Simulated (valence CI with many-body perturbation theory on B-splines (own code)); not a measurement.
**Questions on Hg75+**

Level of theory: relativistic CI+MBPT: three valence electrons over a frozen Dirac-Fock core [He], radial functions for each j: 9 s, 9 p, 8 d, 6 f, 3 g, 1 h, with the one-electron correlation potential Σ1, the two-electron term Σ2, the three-electron term Σ3, Breit, model QED; selected CI, second order for the rest, scaled by the run's own slope (own B-spline code, finite nucleus).

No measured spectrum was set against this ion. As an estimate, large intervals hold to a few tenths of a per cent, small ones and those within an open d or f shell to about a per cent.

Levels are named by their leading jj configuration (3d3/2^4 stands for four electrons in 3d with j = 3/2), which in mixed levels can hold well under half, so a name can repeat and another be missing.

Rates and lifetimes use the calculated energies. Strong lines usually hold to 10 to 20 %, long lifetimes can be off by a factor of two.

**Question.** What is the ground level?

**Answer.** (2s^2 2p1/2) J=1/2, composition 100 % 2s²2p ²P°, g = 0.605.

**Question.** What is the ionisation energy?

**Answer.** 22576 eV; NIST lists 22580 ± 100 eV (theoretical).

**Question.** What are the static dipole polarisabilities of the lowest levels?

**Answer.** (2s^2 2p1/2) J=1/2 0.000102 bohr³, of which the core gives 1.49e-07.

**Question.** Among levels below 115370 × 10³ cm⁻¹, which E1 lines absorb most strongly from the ground level?

**Answer.** to (2s^2 3d3/2) J=3/2 at 0.09136 nm, f = 0.541; to (2s 2p1/2 2p3/2) J=3/2 at 0.5074 nm, f = 0.198; to (2s 2p1/2 3p1/2) J=3/2 at 0.09456 nm, f = 0.193.

**Question.** How well does LS coupling describe the low levels?

**Answer.** Among the lowest 20 levels the leading LS term, summed over configurations, holds 76 % on average. For single configurations the figures are 75 % in LS and 99 % in jj coupling. Terms mix most in the J = 1/2 level at 2514.8 × 10³ cm⁻¹, where the leading one holds 48 %.
